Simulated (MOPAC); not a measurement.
MOPAC input (PM6):

```
PM6 PRECISE GNORM=0.05 LET XYZ CHARGE=1 GEO-OK AUX(PRECISION=9) THREADS=1
HNP

N    -0.00000000 1   -0.00000000 1   -0.90472069 1
P     0.00000000 1    0.00000000 1    0.55016401 1
H    -0.00000000 1   -0.00000000 1   -1.91941528 1
```

Output:

```
 *******************************************************************************
 **                                                                           **
 **                              MOPAC v23.2.5                                **
 **                                                                           **
 *******************************************************************************
 ** MOPAC's Digital Object Identifier: https://doi.org/10.5281/zenodo.6511958 **
 **                                                                           **
 ** Please cite the open-source release paper for use of this MOPAC version:  **
 ** J. E. Moussa and J. J. P. Stewart (2026)                                  **
 ** MOPAC: An open-source semiempirical molecular orbital program             **
 ** J. Open Source Softw., 11(119), 8025, https://doi.org/10.21105/joss.08025 **
 *******************************************************************************

                              PM6 CALCULATION RESULTS

 *******************************************************************************
 *  PM6        - The PM6 Hamiltonian to be used
 *  GEO-OK     - OVERRIDE INTERATOMIC DISTANCE AND OTHER SAFETY CHECKS
 *
 *
 *
 *                 CHARGE ON SYSTEM = +1
 *
 *
 *
 *  LET        - OVERRIDE SOME SAFETY CHECKS
 *  PRECISE    - TIGHTER CRITERIA TO BE USED
 *  XYZ        - CARTESIAN COORDINATE SYSTEM TO BE USED
 *  GNORM      - EXIT WHEN GRADIENT NORM DROPS BELOW 0.050
 *  AUX        - OUTPUT AUXILIARY INFORMATION
 *******************************************************************************
PM6 PRECISE GNORM=0.05 LET XYZ CHARGE=1 GEO-OK AUX(PRECISION=9) THREADS=1
 HNP

   ATOM   CHEMICAL          X               Y               Z
  NUMBER   SYMBOL      (ANGSTROMS)     (ANGSTROMS)     (ANGSTROMS)

     1       N         -0.00000000  *  -0.00000000  *  -0.90472069  *
     2       P          0.00000000  *   0.00000000  *   0.55016401  *
     3       H         -0.00000000  *  -0.00000000  *  -1.91941528  *

          CARTESIAN COORDINATES

    NO.       ATOM           X           Y           Z

     1         N         -0.0000     -0.0000     -0.9047
     2         P          0.0000      0.0000      0.5502
     3         H         -0.0000     -0.0000     -1.9194

 General Reference for PM6:
 "Optimization of Parameters for Semiempirical Methods V: Modification of NDDO Approximations
 and Application to 70 Elements", J. J. P. Stewart, J. Mol. Mod., 13, 1173-1213 (2007)
 URL: https://link.springer.com/article/10.1007/s00894-007-0233-4

           Empirical Formula: H N P  =     3 atoms

      MOLECULAR POINT GROUP   :   C*v

      RHF CALCULATION, NO. OF DOUBLY OCCUPIED LEVELS = 5

          Geometry optimization using EF

          DIAGONAL MATRIX USED AS START HESSIAN

 CYCLE:     1  GRAD.:    52.609 HEAT:  218.4160
 CYCLE:     2  GRAD.:   449.363 HEAT:  265.2401
 CYCLE:     3  GRAD.:    61.441 HEAT:  219.4081
 CYCLE:     4  GRAD.:   209.544 HEAT:  227.2105
 CYCLE:     5  GRAD.:    12.805 HEAT:  218.0505
 CYCLE:     6  GRAD.:     1.676 HEAT:  218.0127
 CYCLE:     7  GRAD.:     0.794 HEAT:  218.0120
 CYCLE:     8  GRAD.:     0.060 HEAT:  218.0117
 CYCLE:     9  GRAD.:     0.017 HEAT:  218.0117

     GRADIENT =  0.01694 IS LESS THAN CUTOFF =  0.05000

 -------------------------------------------------------------------------------
 PM6 PRECISE GNORM=0.05 LET XYZ CHARGE=1 GEO-OK AUX(PRECISION=9) THREADS=1
 HNP

     GEOMETRY OPTIMISED USING EIGENVECTOR FOLLOWING (EF).
     SCF FIELD WAS ACHIEVED

                              PM6 CALCULATION
                                                       MOPAC v23.2.5 Linux

          FINAL HEAT OF FORMATION =        218.01171 KCAL/MOL =     912.16101 KJ/MOL

          COSMO AREA              =         69.75 SQUARE ANGSTROMS
          COSMO VOLUME            =         51.90 CUBIC ANGSTROMS

          GRADIENT NORM           =          0.01694          =       0.00978 PER ATOM
          IONIZATION POTENTIAL    =         19.515956 EV
          HOMO LUMO ENERGIES (EV) =        -19.516 -6.709
          NO. OF FILLED LEVELS    =          5
          MOLECULAR WEIGHT        =         45.9884         POINT GROUP:  C*v

          MOLECULAR DIMENSIONS (Angstroms)

            Atom       Atom       Distance
            H     3    P     2     2.49538
            H     3    P     2     0.00000
            N     1    P     2     0.00000

          SCF CALCULATIONS        =         10

   ATOM   CHEMICAL          X               Y               Z
  NUMBER   SYMBOL      (ANGSTROMS)     (ANGSTROMS)     (ANGSTROMS)

     1       N          0.00000000  *   0.00000000  *  -0.91513181  *
     2       P         -0.00000000  *  -0.00000000  *   0.56003811  *
     3       H         -0.00000000  *  -0.00000000  *  -1.93534173  *

                             CARTESIAN COORDINATES

   1    N        0.000000000     0.000000000    -0.915131814
   2    P       -0.000000000    -0.000000000     0.560038113
   3    H       -0.000000000    -0.000000000    -1.935341725

           Empirical Formula: H N P  =     3 atoms

      MOLECULAR POINT GROUP   :   C*v

                  EIGENVALUES
 -37.94235 -27.28352 -19.64429 -19.51596 -19.51596  -6.70914  -6.70914  -4.33960
   0.50291 118.63920 118.63920 119.45482 119.45482 119.85432

              NET ATOMIC CHARGES AND DIPOLE CONTRIBUTIONS

  ATOM NO.   TYPE          CHARGE      No. of ELECS.   s-Pop       p-Pop       d-Pop
    1          N          -0.382331        5.3823     1.51891     3.86342
    2          P           1.008264        3.9917     1.82231     2.15061     0.01881
    3          H           0.374066        0.6259     0.62593
 DIPOLE           X         Y         Z       TOTAL
 POINT-CHG.    -0.000    -0.000     0.646     0.646
 HYBRID         0.000     0.000    -1.356     1.356
 SUM           -0.000    -0.000    -0.710     0.710

          ATOMIC ORBITAL ELECTRON POPULATIONS

     Atom    s        px        py        pz      x^2-y^2     xz        z^2       yz        xy
    1  N   1.51891   1.33700   1.33700   1.18943
    2  P   1.82231   0.65794   0.65794   0.83473   0.00000   0.00506   0.00868   0.00506   0.00000
    3  H   0.62593

 **********************
 *                    *
 * JOB ENDED NORMALLY *
 *                    *
 **********************

 == MOPAC DONE ==
```

The dipole moment of an ion depends on the origin.

The geometry given is a B3LYP-D3(BJ)/def2-TZVP minimum.
